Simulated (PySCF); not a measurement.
HN2, SMILES [NH][N] (connectivity only; charge and spin as stated), neutral, multiplicity 2.

Geometry: PBE-D3(BJ)/def2-TZVPD.

The numbers are results of ωB97X/def2-TZVPD (PySCF), not measurements.

The molecule is in vacuum.

Task: Estimate the frontier levels, dipole moment and polarisability. (An estimate is asked for; the answer gives what the named calculation found.)

Result: 
```
Item                                                                                                             Value
---------------------------------------------------------------------------------------------  -----------------------
α spin, highest occupied and lowest empty level                                                      -8.75 and 1.14 eV
β spin, highest occupied and lowest empty level                                                     -13.66 and 0.57 eV
dipole moment                                                                                                   1.97 D
quadrupole, principal values (traceless, Buckingham form, about the centre of nuclear charge)    -2.50, 0.14, 2.35 D·Å
mean static polarisability                                                                        16.7 bohr³ (2.48 Å³)
polarisability, principal values                                                                12.2, 15.1, 23.0 bohr³
⟨S²⟩                                                                                           0.756 (pure state 0.75)
```
